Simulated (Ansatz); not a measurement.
SiSn4. Charge 0, multiplicity 1. Geometry PBE-D4/def2-SVP.

| atom | x (Å) | y (Å) | z (Å) |
| --- | --- | --- | --- |
| Si1 | -0.2664 | 1.1692 | 0.0063 |
| Sn2 | -0.1963 | 0.2963 | 2.3996 |
| Sn3 | 1.9280 | -0.3633 | 0.0706 |
| Sn4 | 0.1132 | 0.0591 | -2.3587 |
| Sn5 | -1.5785 | -1.1613 | -0.1177 |

In the def2 sets Sn takes a core potential; there is no spin–orbit coupling. The restricted singlet is unstable towards broken spin symmetry in Hartree–Fock (as tested in another run); at HF/def2-TZVP, PBE-D4/def2-TZVP, BLYP-D4/def2-TZVP, r2SCAN-D4/def2-TZVP and others this wasn't settled. Another isomer (singlet) lies 0.52 eV lower at PBE0-D4/def2-TZVP; other spin states weren't run for this one.

(1) Estimate the orbital energies around the gap (eV) in Ansatz with HF/def2-TZVP, PBE-D4/def2-TZVP, BLYP-D4/def2-TZVP, r2SCAN-D4/def2-TZVP, PBE0-D4/def2-TZVP.

## Answers

(1) 
```
orbital  HF/def2-TZVP  PBE-D4/def2-TZVP  BLYP-D4/def2-TZVP  r2SCAN-D4/def2-TZVP  PBE0-D4/def2-TZVP
 HOMO−5        -11.87             -8.71              -8.59                -8.98              -9.75
 HOMO−4         -8.02             -5.86              -5.63                -6.10              -6.60
 HOMO−3         -7.73             -5.46              -5.25                -5.70              -6.22
 HOMO−2         -7.70             -5.32              -5.12                -5.55              -6.10
 HOMO−1         -7.12             -5.12              -4.89                -5.35              -5.82
   HOMO         -6.62             -4.67              -4.46                -4.87              -5.35
   LUMO         -0.98             -4.17              -3.99                -4.19              -3.57
 LUMO+1          0.30             -2.79              -2.66                -2.76              -2.20
 LUMO+2          0.52             -2.48              -2.34                -2.44              -1.93
 LUMO+3          0.69             -2.34              -2.22                -2.22              -1.73
 LUMO+4          1.34             -1.53              -1.42                -1.37              -0.95
 LUMO+5          1.69             -1.20              -1.09                -0.98              -0.61
```
